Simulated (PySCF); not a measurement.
**Static response to an electric field**

Species: C7H11Cl.
Atom-mapped SMILES: `[CH3:1][C@@H:2]1[C@@H:3]2[CH2:4][C@H:5]1[C@H:6]([Cl:7])[CH2:8]2` (hydrogens: H9, H10, H11 on C1; H12 on C2; H13 on C3; H14, H15 on C4; H16 on C5; H17 on C6; H18, H19 on C8)

Geometry (PBE0-D3(BJ)/def2-SVP, Å), atoms numbered from 1 in this order:
```xyz
19
C7H11Cl angstrom
C      0.4234   -0.2481   -1.8388
C     -0.8751   -1.0148   -1.7025
C     -1.8919   -0.5294   -0.6335
C     -1.0690   -1.3340    0.3974
C     -0.8632   -2.2832   -0.8065
C     -2.2848   -2.8078   -0.9852
Cl    -2.5223   -3.6526   -2.5528
C     -3.0714   -1.4750   -0.8784
H      0.9128   -0.0469   -0.8744
H      0.2476    0.7224   -2.3284
H      1.1379   -0.8071   -2.4629
H     -1.3044   -1.1832   -2.7048
H     -2.1207    0.5371   -0.4953
H     -0.1433   -0.8367    0.7126
H     -1.5924   -1.7270    1.2846
H     -0.0563   -3.0278   -0.8466
H     -2.5622   -3.5426   -0.2182
H     -3.7943   -1.4864   -0.0487
H     -3.6153   -1.2540   -1.8075
```

Level: PBE0/def2-SVPD (PySCF), static field, nuclei fixed, core orbitals frozen in the response. The polarisability tensor in these axes (au):

```
x   90.66  7.76  0.24
y    7.76 92.42  6.51
z    0.24  6.51 90.08
```

Problem. What are the eigenvalues, a third of the trace, and Δα (Δα² = ½Σ(αi − αj)² over the three pairs)?

Solution. Principal values 81.37, 90.08 and 101.71 au; mean 91.05 au = 13.49 Å³ = 15.01 × 10⁻⁴⁰ C²·m²/J; Δα = 17.67 au (19 % of the mean).

Problem. What is the dipole moment, and where does it point?

Solution. (0.57, 1.49, 1.69) D, 2.32 D in size, pointing from the negative to the positive side. Measured along this direction, the outermost atoms are Cl7 at the negative end and H14 at the positive end.

Problem. Form Σ f/ω² (atomic units) for the 6 lowest TDDFT singlets, given as eV and f, and set it beside the mean polarisability, which is this sum over all singlets: 7.22, 0.0030; 7.33, 0.0015; 7.83, 0.0146; 7.93, 0.0216; 8.05, 0.0165; 8.12, 0.0090.

Solution. They add up to 0.78 au, 0.9 % of the 91.05 au; the largest single term is 0.25 au, from the state at 7.93 eV. Terms in order: 0.04, 0.02, 0.18, 0.25, 0.19, 0.10 au. Higher excitations give the rest. The strengths listed sum to 0.066.

Problem. Give the principal axes and the span of the nuclei along them.

Solution. Largest value along (0.53, 0.74, 0.42), where the nuclei span 5.18 Å; middle along (-0.65, 0.02, 0.76), 5.01 Å; least along (-0.55, 0.68, -0.49), 3.63 Å. The response follows the extents in order.

Problem. Find the Langevin capture rate constant for H3O+ (19.018 u) meeting this molecule (130.055 u), k = 2.342 × 10⁻⁹ cm³/s × √(α in Å³ / reduced mass in u).

Solution. The reduced mass is 16.59 u, so k = 2.11 × 10⁻⁹ cm³/s. The formula leaves out the permanent dipole, which adds to the capture rate.

Isolated species at its PBE0-D3(BJ)/def2-SVP geometry, gas phase.

These values come from a run that also computed excited states. Cost: about 2.9 min of CPU time on one thread (with the writing of density and orbital grids); the machine was shared, so the figure is rough.
